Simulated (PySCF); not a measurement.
Job file and geometry (Å, from PBE0-D3(BJ)/def2-SVP) of an NMR shielding run on `C#C[C@@H]1CC[BH2-][N+]1(C)C`, C7H14BN, GIAO PBE0/pcSseg-1 NMR shielding, non-relativistic, gas phase (PySCF 2.14.0, density-fitted response routines); density fitting, a coarse starting grid and PySCF grid level 2 are the driver's defaults:

```
$ OMP_NUM_THREADS=1 python probes_run.py task.json out

{"job": {"kind": "nmr", "xc": "PBE0", "basis": "pcSseg-1"}, "charge": 0, "multiplicity": 1}
C      2.754511     2.054875     0.036435
C      2.080260     1.067340     0.229108
C      1.278432    -0.129098     0.456734
C      1.657702    -1.354748    -0.388197
C      0.432157    -2.289607    -0.369902
B     -0.750599    -1.464971     0.392159
N     -0.188195     0.084017     0.237513
C     -0.472085     0.593972    -1.114189
C     -0.762190     0.989252     1.239033
H      3.362368     2.924792    -0.132543
H      1.355769    -0.407873     1.520210
H      1.920783    -1.023647    -1.405165
H      2.573237    -1.799070     0.030420
H      0.170655    -2.583984    -1.399085
H      0.659660    -3.223633     0.165085
H     -0.762810    -1.653921     1.607386
H     -1.876244    -1.484705    -0.091410
H     -0.121376    -0.125937    -1.861942
H     -1.558033     0.698323    -1.219939
H      0.021151     1.564794    -1.274123
H     -1.851229     1.012672     1.106491
H     -0.541505     0.599116     2.239808
H     -0.348474     2.003913     1.129325
```

Question: What does the program print?

Answer: 
```
coarse grid: 18432 points
cycle   1  E = -354.0808978278  dE =  1.006e+00  |g| = 5.514e-01  |ddm| = 4.262e+00
cycle   2  E = -354.0710169856  dE =  9.881e-03  |g| = 6.172e-01  |ddm| = 1.430e+00
cycle   3  E = -354.1615805357  dE = -9.056e-02  |g| = 1.114e-01  |ddm| = 7.031e-01
cycle   4  E = -354.1634560624  dE = -1.876e-03  |g| = 6.770e-02  |ddm| = 1.323e-01
cycle   5  E = -354.1645056589  dE = -1.050e-03  |g| = 2.025e-02  |ddm| = 6.061e-02
cycle   6  E = -354.1645992962  dE = -9.364e-05  |g| = 4.775e-03  |ddm| = 1.911e-02
cycle   7  E = -354.1646041641  dE = -4.868e-06  |g| = 1.388e-03  |ddm| = 5.058e-03
final grid: 175864 points
cycle   8  E = -354.2195459067  dE = -8.535e-05  |g| = 1.028e-02  |ddm| = 7.924e-02
cycle   9  E = -354.2195339390  dE =  1.197e-05  |g| = 1.240e-02  |ddm| = 2.386e-02
cycle  10  E = -354.2195735005  dE = -3.956e-05  |g| = 1.948e-03  |ddm| = 1.379e-02
cycle  11  E = -354.2195742787  dE = -7.782e-07  |g| = 6.933e-04  |ddm| = 2.032e-03
cycle  12  E = -354.2195743811  dE = -1.024e-07  |g| = 2.472e-04  |ddm| = 6.325e-04
cycle  13  E = -354.2195743949  dE = -1.379e-08  |g| = 6.010e-05  |ddm| = 2.138e-04
cycle  14  E = -354.2195743955  dE = -6.874e-10  |g| = 1.743e-05  |ddm| = 5.483e-05
converged SCF energy = -354.2195743955

GIAO shielding tensors (ppm)
atom      isotropic    diamagn.    paramagn.     s11        s22        s33       span
  0 C      100.752     259.991    -159.239     23.058     39.465    239.733    216.676
  1 C      101.023     258.773    -157.750     -2.555      8.505    297.119    299.674
  2 C      120.547     247.083    -126.536     85.566    116.997    159.077     73.511
  3 C      149.792     246.581     -96.789    114.023    155.456    179.898     65.876
  4 C      175.810     250.001     -74.192    156.881    174.071    196.477     39.595
  5 B      105.943     187.192     -81.249     81.430     97.940    138.460     57.029
  6 N      188.979     323.041    -134.062    165.777    183.855    217.305     51.528
  7 C      142.566     249.262    -106.695    116.773    129.650    181.275     64.503
  8 C      134.520     247.597    -113.077    100.013    121.312    182.235     82.222
  9 H       28.884      33.526      -4.643     23.715     24.026     38.910     15.195
 10 H       27.829      30.553      -2.723     25.108     26.530     31.850      6.742
 11 H       29.547      30.414      -0.866     25.394     28.628     34.619      9.225
 12 H       29.010      28.298       0.712     23.936     27.809     35.286     11.350
 13 H       30.463      30.352       0.110     26.585     27.066     37.737     11.151
 14 H       30.317      29.562       0.755     25.981     26.919     38.052     12.071
 15 H       28.979      31.337      -2.357     24.495     28.786     33.657      9.162
 16 H       28.767      30.723      -1.957     25.234     27.659     33.406      8.172
 17 H       28.795      31.462      -2.667     23.921     27.822     34.642     10.722
 18 H       29.176      31.042      -1.867     25.323     26.541     35.665     10.342
 19 H       28.962      31.206      -2.244     24.068     28.294     34.524     10.456
 20 H       28.606      30.018      -1.411     24.548     25.908     35.362     10.814
 21 H       29.014      30.184      -1.170     25.099     26.255     35.689     10.590
 22 H       28.705      30.208      -1.503     24.313     27.228     34.575     10.262
```

Question: Turn these shieldings into chemical shifts. Referencing at the same level of theory: TMS for $^{13}$C (σref 184.41) and $^{1}$H (σref 31.27); $^{11}$B (σref 100.73) vs BF3·OEt2; $^{15}$N (σref 265.67) against NH3.

Answer: Averaging equivalent atoms: C 0: 83.7; C 1: 83.4; C 2: 63.9; C 8: 49.9; C 7: 41.8; C 3: 34.6; C 4: 8.6; B 5: -5.2; N 6: 76.7; H 10: 3.44; H 16: 2.50; H 20/21/22: 2.49; H 9: 2.38; H 17/18/19: 2.29; H 15: 2.29; H 12: 2.26; H 11: 1.72; H 14: 0.95; H 13: 0.80 ppm. Experimental scales use liquid or dissolved standards, which lie at an offset from isolated NH3 (liquid NH3: subtract about 20 ppm).

Size and cost of the density-fitted run: 223 basis functions, 110 s wall time on 1 thread of an Arm Neoverse N1, shared host; peak memory 1.2 GiB.
